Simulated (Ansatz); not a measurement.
A trace of molecular dynamics of BFH$_{6}$N$_{2}$Si$_{2}$ (12 atoms, charge 0, multiplicity 1).

These are results of Ansatz, RHF/cc-pVDZ, not measurements.

* ensemble: NVE (velocity Verlet)
* starting velocities drawn for: 300 K
* seed: 8874

```
time (fs)  T (K)  potential energy less start (eV)  conserved less start (meV/atom)
        0    300                             0.000                             0.00
        4    268                             0.042                             0.02
        8    441                            -0.180                             0.22
       12   1750                            -1.876                            -0.14
       16   2305                            -2.592                            -0.11
       20   1589                            -1.664                             0.16
       24   1236                            -1.208                             0.19
       28   1338                            -1.342                            -0.08
       32    732                            -0.554                             0.44
       36   1289                            -1.279                            -0.05
       40   1292                            -1.281                             0.10
       44   2024                            -2.230                            -0.13
       48   2237                            -2.507                            -0.28
       52   1573                            -1.647                            -0.12
       56    908                            -0.784                             0.11
       60   1002                            -0.907                             0.08
       64   1490                            -1.536                             0.10
       68   1997                            -2.194                            -0.01
       72   1884                            -2.046                             0.08
       76   1397                            -1.417                             0.03
       80    792                            -0.633                             0.28
       84   1388                            -1.408                            -0.08
       88   1696                            -1.805                            -0.07
       92   1782                            -1.917                            -0.14
       96   1744                            -1.866                             0.00
      100   1477                            -1.523                            -0.09
```

Q: Is this trajectory sound?

A: The conserved energy stayed within 0.45 meV per atom of its start (net change -0.092 meV per atom), so the integration is sound. The kinetic energy rose, since the run started high on the potential surface and went downhill. A run of 0.1 ps of so small a system gives no equilibrium averages. The orbitals stay closed-shell, which can raise the energy where a bond breaks towards radicals; this wasn't checked here. The time step was 0.5 fs.

Time of the run: 6.8 min on 2 threads of Intel(R) Xeon(R) Platinum 8375C CPU @ 2.90GHz (Ice Lake), on a shared host, peak memory 0.31 GiB.
